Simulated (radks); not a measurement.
Coulomb parameter of the 5d shell of neutral iridium in the model configuration [Xe] 4f14 5d8 6s1, as a second difference U = [E(n + 0.25) + E(n - 0.25) - 2 E(n)] / (0.25)^2 with all orbitals relaxed. "Bare": the charge of the atom changes with n. "Screened": the 6s shell takes up the change at fixed total charge, which measures U(5d,5d) + U(6s,6s) - 2 U(5d,6s). Calculated with a radial shooting solver on a logarithmic mesh with Libxc functionals: Dirac Kohn-Sham, PBE, spin-unpolarised, spherical densities, finite nucleus; open shells are shared between the two j in proportion to 2j + 1; Fermi nuclear charge, rms radius 5.4032 fm.

| case | configuration | E - E(n) (eV) |
|---|---|---|
| start | [Xe] 4f14 5d8 6s1 | 0.000 |
| bare +0.25 | [Xe] 4f14 5d8.25 6s1 | -1.092 |
| bare -0.25 | [Xe] 4f14 5d7.75 6s1 | 1.646 |
| screened +0.25 | [Xe] 4f14 5d8.25 6s0.75 | 0.054 |
| screened -0.25 | [Xe] 4f14 5d7.75 6s1.25 | 0.001 |

U(bare) = 8.861 eV, U(screened by 6s) = 0.870 eV. The step up makes a negative ion, whose loosely bound charge lowers the bare value.
